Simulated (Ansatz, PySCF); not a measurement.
disilylmethane cation (CH₈Si₂), SMILES [SiH3]C[SiH3] (connectivity only; charge and spin as stated), charge +1, multiplicity 2. Atoms are numbered in the order given.

```xyz
11

Si     1.4503    -0.0063    -0.2614
C      0.0000     0.0000     1.0794
Si    -1.4503     0.0063    -0.2614
H      2.4184    -0.5446     0.7594
H      1.6799     1.3880    -0.6973
H      1.1470    -0.9582    -1.3577
H     -0.1126    -0.9004     1.7031
H      0.1126     0.9004     1.7031
H     -1.1470     0.9582    -1.3577
H     -1.6799    -1.3880    -0.6973
H     -2.4184     0.5446     0.7594
```
Charge +1, spin multiplicity 2.

Geometry optimised at PBE0-D3(BJ)/def2-SVP. The multiplicity is an assumed one; other spin states were not compared.

Two levels are set side by side: PBE-D3(BJ)/def2-SVP (Ansatz, an electronic-structure program) and PBE0-D3(BJ)/def2-SVP (Ansatz). Each level has its own optimised geometry; the coordinates shown are those of the second. Frequencies come from the Hessian of PySCF at each geometry. Differences are taken from unrounded values.

```json
[
 {"quantity": "mean bond length (Å)", "PBE0-D3(BJ)": "1.509"},
 {"quantity": "bond Si1–C2 (Å)", "PBE0-D3(BJ)": "1.975"},
 {"quantity": "bond C2–Si3 (Å)", "PBE0-D3(BJ)": "1.975"},
 {"quantity": "bond Si1–H4 (Å)", "PBE0-D3(BJ)": "1.506"},
 {"quantity": "bond Si1–H5 (Å)", "PBE0-D3(BJ)": "1.479"},
 {"quantity": "bond Si1–H6 (Å)", "PBE0-D3(BJ)": "1.483"},
 {"quantity": "bond C2–H7 (Å)", "PBE0-D3(BJ)": "1.101"},
 {"quantity": "bond C2–H8 (Å)", "PBE0-D3(BJ)": "1.101"},
 {"quantity": "bond Si3–H9 (Å)", "PBE0-D3(BJ)": "1.483"},
 {"quantity": "bond Si3–H10 (Å)", "PBE0-D3(BJ)": "1.479"},
 {"quantity": "bond Si3–H11 (Å)", "PBE0-D3(BJ)": "1.506"},
 {"quantity": "highest harmonic wavenumber (cm⁻¹)", "PBE0-D3(BJ)": "3207"},
 {"quantity": "mean harmonic wavenumber (cm⁻¹)", "PBE0-D3(BJ)": "1197"},
 {"quantity": "zero-point energy (kcal/mol)", "PBE0-D3(BJ)": "46.20"}
]
```

### Question
What does PBE-D3(BJ) give, and how far is it from PBE0-D3(BJ)? (The exact figures need the calculation; the answer reports its results.)

### Answer

```csv
quantity,PBE-D3(BJ),PBE-D3(BJ) minus PBE0-D3(BJ)
mean bond length (Å),1.518,0.009
bond Si1–C2 (Å),1.970,-0.005
bond C2–Si3 (Å),1.970,-0.005
bond Si1–H4 (Å),1.526,0.020
bond Si1–H5 (Å),1.489,0.010
bond Si1–H6 (Å),1.495,0.011
bond C2–H7 (Å),1.109,0.008
bond C2–H8 (Å),1.109,0.008
bond Si3–H9 (Å),1.495,0.011
bond Si3–H10 (Å),1.489,0.010
bond Si3–H11 (Å),1.526,0.020
highest harmonic wavenumber (cm⁻¹),3118,-89
mean harmonic wavenumber (cm⁻¹),1154,-43
zero-point energy (kcal/mol),44.53,-1.67
```

Exact exchange shortens and stiffens bonds; PBE has none. Differences between two approximate levels are no errors against the true value.
